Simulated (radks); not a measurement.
Coulomb parameter of the 3d shell of the zinc ion Zn+ in the model configuration [Ar] 3d9.5 4s1.5, as a second difference U = [E(n + 0.25) + E(n - 0.25) - 2 E(n)] / (0.25)^2 with all orbitals relaxed. "Bare": the charge of the atom changes with n. "Screened": the 4s shell takes up the change at fixed total charge, which measures U(3d,3d) + U(4s,4s) - 2 U(3d,4s). Method: scalar-relativistic Kohn-Sham, PBEsol, spin-unpolarised, spherical densities, point nucleus; computed with a radial shooting solver on a logarithmic mesh with Libxc functionals.

start: configuration [Ar] 3d9.5 4s1.5; E - E(n) (eV) 0.000
bare +0.25: configuration [Ar] 3d9.75 4s1.5; E - E(n) (eV) -5.205
bare -0.25: configuration [Ar] 3d9.25 4s1.5; E - E(n) (eV) 6.284
screened +0.25: configuration [Ar] 3d9.75 4s1.25; E - E(n) (eV) -1.856
screened -0.25: configuration [Ar] 3d9.25 4s1.75; E - E(n) (eV) 2.145

U(bare) = 17.260 eV, U(screened by 4s) = 4.620 eV, against the Slater integral F0(3d,3d) = 29.339 eV with frozen orbitals.
